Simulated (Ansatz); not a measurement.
Ansatz (a first-principles code) job for Te(OMe)(NH2) (CH5NOTe), SMILES CO[Te]N, PBE-D3(BJ)/def2-SVP. 

Ansatz 0.2 input:
```yaml
crystal:
  periodic: [false, false, false]
  atoms:
    - {symbol: Te, position_ang: [-0.10718590, -0.13018935, 0.54843519]}
    - {symbol: O, position_ang: [1.04836510, 0.91476101, -0.74373544]}
    - {symbol: C, position_ang: [1.56350894, 0.22840274, -1.86153166]}
    - {symbol: H, position_ang: [0.76933201, -0.10936472, -2.55675936]}
    - {symbol: H, position_ang: [2.21158685, 0.93279466, -2.41117812]}
    - {symbol: H, position_ang: [2.16937492, -0.65660723, -1.58633484]}
    - {symbol: N, position_ang: [-1.87876099, -0.26701234, -0.42445542]}
    - {symbol: H, position_ang: [-1.86481393, -0.84441576, -1.26320887]}
    - {symbol: H, position_ang: [-2.32846039, 0.62802107, -0.61088757]}
basis:
  gaussian:
    orbitals: def2-SVP
hamiltonian:
  xc: pbe
  dispersion: d3bj
relax: {f_tol: 0.002, max_steps: 200}
```

Program output:

```
WARN ansatz: RAYON_NUM_THREADS=1 ignored (pool sized by the plan → 1); use --threads N
Functional definition: PBE
integrals: 0.04 GiB planned
1083 factors; their error is unknown
mean field: 0.23 GiB planned
mean field evaluation 1: about -11925.0810 eV, gradient 7.8e1 eV
mean field evaluation 2: about -11862.7600 eV, gradient 1.6e2 eV
mean field evaluation 4: about -11938.1208 eV, gradient 1.5e1 eV
mean field evaluation 8: about -11938.6207 eV, gradient 8.0e-2 eV
mean field evaluation 16: about -11938.5876 eV, gradient 6.8e-5 eV
mean field -11938.58759456 eV, -438.7350018347 hartree, gradient 6.8e-5 eV, S^2 0.000000; 0 other end points of the search recorded, 0 dependent functions left out
the calculation of the forces begins
reference -11938.58762736 eV, -438.7350030403 hartree; 25, 25 occupied and 68, 68 virtual orbitals, 1083 factors
relax step   1: F+E_penalty+E_count = -11938.76162718 eV  Δ(F+E_penalty+E_count) = +0.000e0 eV  max|allowed force component| = 3.744e-1 eV/Å  Δτ_max = 0.0000 Å  (26 SCF iters, accepted)
these checks for a lower state are left out or cut short: starts, cluster_reference, orbital_swaps, neighbouring_geometries, increment
integrals: 0.04 GiB planned
1083 factors; their error is unknown
mean field: 0.23 GiB planned
mean field -11938.60077881 eV, -438.7354863470 hartree, gradient 2.7e-5 eV, S^2 0.000000; 0 other end points of the search recorded, 0 dependent functions left out
the calculation of the forces begins
reference -11938.60081173 eV, -438.7354875566 hartree; 25, 25 occupied and 68, 68 virtual orbitals, 1083 factors
relax step   2: F+E_penalty+E_count = -11938.77369650 eV  Δ(F+E_penalty+E_count) = -1.207e-2 eV  max|allowed force component| = 9.889e-2 eV/Å  Δτ_max = 0.0372 Å  (29 SCF iters, accepted)
these checks for a lower state are left out or cut short: starts, cluster_reference, orbital_swaps, neighbouring_geometries, increment
integrals: 0.04 GiB planned
1083 factors; their error is unknown
mean field: 0.23 GiB planned
mean field -11938.60109991 eV, -438.7354981473 hartree, gradient 2.6e-5 eV, S^2 0.000000; 0 other end points of the search recorded, 0 dependent functions left out
the calculation of the forces begins
reference -11938.60113293 eV, -438.7354993607 hartree; 25, 25 occupied and 68, 68 virtual orbitals, 1083 factors
relax step   3: F+E_penalty+E_count = -11938.77371016 eV  Δ(F+E_penalty+E_count) = -1.365e-5 eV  max|allowed force component| = 5.156e-2 eV/Å  Δτ_max = 0.0480 Å  (29 SCF iters, accepted)
these checks for a lower state are left out or cut short: starts, cluster_reference, orbital_swaps, neighbouring_geometries, increment
integrals: 0.04 GiB planned
1083 factors; their error is unknown
mean field: 0.23 GiB planned
mean field evaluation 32: about -11938.6353 eV, gradient 8.0e-3 eV
mean field -11938.60205238 eV, -438.7355331498 hartree, gradient 2.6e-5 eV, S^2 0.000000; 0 other end points of the search recorded, 0 dependent functions left out
the calculation of the forces begins
reference -11938.60208536 eV, -438.7355343618 hartree; 25, 25 occupied and 68, 68 virtual orbitals, 1083 factors
relax step   4: F+E_penalty+E_count = -11938.77467338 eV  Δ(F+E_penalty+E_count) = -9.632e-4 eV  max|allowed force component| = 4.372e-2 eV/Å  Δτ_max = 0.0384 Å  (29 SCF iters, accepted)
these checks for a lower state are left out or cut short: starts, cluster_reference, orbital_swaps, neighbouring_geometries, increment
integrals: 0.04 GiB planned
1083 factors; their error is unknown
mean field: 0.23 GiB planned
mean field -11938.60223768 eV, -438.7355399593 hartree, gradient 2.6e-5 eV, S^2 0.000000; 0 other end points of the search recorded, 0 dependent functions left out
the calculation of the forces begins
reference -11938.60227070 eV, -438.7355411730 hartree; 25, 25 occupied and 68, 68 virtual orbitals, 1083 factors
relax step   5: F+E_penalty+E_count = -11938.77478941 eV  Δ(F+E_penalty+E_count) = -1.160e-4 eV  max|allowed force component| = 3.214e-2 eV/Å  Δτ_max = 0.0118 Å  (31 SCF iters, accepted)
these checks for a lower state are left out or cut short: starts, cluster_reference, orbital_swaps, neighbouring_geometries, increment
integrals: 0.04 GiB planned
1083 factors; their error is unknown
mean field: 0.23 GiB planned
mean field -11938.60256025 eV, -438.7355518139 hartree, gradient 2.6e-5 eV, S^2 0.000000; 0 other end points of the search recorded, 0 dependent functions left out
the calculation of the forces begins
reference -11938.60259330 eV, -438.7355530283 hartree; 25, 25 occupied and 68, 68 virtual orbitals, 1083 factors
relax step   6: F+E_penalty+E_count = -11938.77483640 eV  Δ(F+E_penalty+E_count) = -4.698e-5 eV  max|allowed force component| = 2.392e-2 eV/Å  Δτ_max = 0.0152 Å  (30 SCF iters, accepted)
these checks for a lower state are left out or cut short: starts, cluster_reference, orbital_swaps, neighbouring_geometries, increment
integrals: 0.04 GiB planned
1083 factors; their error is unknown
mean field: 0.23 GiB planned
mean field -11938.60248701 eV, -438.7355491223 hartree, gradient 2.3e-5 eV, S^2 0.000000; 0 other end points of the search recorded, 0 dependent functions left out
the calculation of the forces begins
reference -11938.60252005 eV, -438.7355503364 hartree; 25, 25 occupied and 68, 68 virtual orbitals, 1083 factors
relax step   7: F+E_penalty+E_count = -11938.77489047 eV  Δ(F+E_penalty+E_count) = -5.407e-5 eV  max|allowed force component| = 2.524e-3 eV/Å  Δτ_max = 0.0057 Å  (23 SCF iters, accepted)
these checks for a lower state are left out or cut short: starts, cluster_reference, orbital_swaps, neighbouring_geometries, increment
integrals: 0.04 GiB planned
1083 factors; their error is unknown
mean field: 0.23 GiB planned
mean field -11938.60246422 eV, -438.7355482847 hartree, gradient 1.2e-5 eV, S^2 0.000000; 0 other end points of the search recorded, 0 dependent functions left out
the calculation of the forces begins
reference -11938.60249725 eV, -438.7355494987 hartree; 25, 25 occupied and 68, 68 virtual orbitals, 1083 factors
relax step   8: F+E_penalty+E_count = -11938.77489199 eV  Δ(F+E_penalty+E_count) = -1.515e-6 eV  max|allowed force component| = 1.293e-3 eV/Å  Δτ_max = 0.0017 Å  (23 SCF iters, accepted)
integrals: 0.04 GiB planned
1083 factors; their error is unknown
mean field: 0.23 GiB planned
mean field evaluation 64: about -11938.6356 eV, gradient 1.7e-1 eV
mean field -11938.60246422 eV, -438.7355482847 hartree, gradient 1.2e-5 eV, S^2 0.000000; 1 other end points of the search recorded, 0 dependent functions left out
the calculation of the forces begins
reference -11938.60249725 eV, -438.7355494987 hartree; 25, 25 occupied and 68, 68 virtual orbitals, 1083 factors
Total energy: -11938.77492502 eV, -438.7418861022 hartree
Atom 0 at    -0.111793    -0.129582     0.535662 Å, force     0.000442    -0.000066     0.001133 eV/Å
Atom 1 at     1.057596     0.937892    -0.760630 Å, force     0.000214    -0.001293     0.000137 eV/Å
Atom 2 at     1.584482     0.231676    -1.867737 Å, force    -0.000863     0.001045    -0.000854 eV/Å
Atom 3 at     0.797004    -0.101515    -2.586176 Å, force     0.000124    -0.000488    -0.000028 eV/Å
Atom 4 at     2.256203     0.932193    -2.410952 Å, force     0.000599    -0.000012    -0.000545 eV/Å
Atom 5 at     2.180699    -0.666680    -1.580486 Å, force    -0.000681     0.000742     0.000940 eV/Å
Atom 6 at    -1.913804    -0.280813    -0.401821 Å, force     0.000148    -0.000564    -0.000340 eV/Å
Atom 7 at    -1.900273    -0.849579    -1.256079 Å, force    -0.000131     0.000065    -0.000309 eV/Å
Atom 8 at    -2.367168     0.622798    -0.581437 Å, force     0.000147     0.000570    -0.000133 eV/Å
Dipole moment:    -0.145562    -0.174019    -0.254892 e Å
```

Self-consistency was reached.
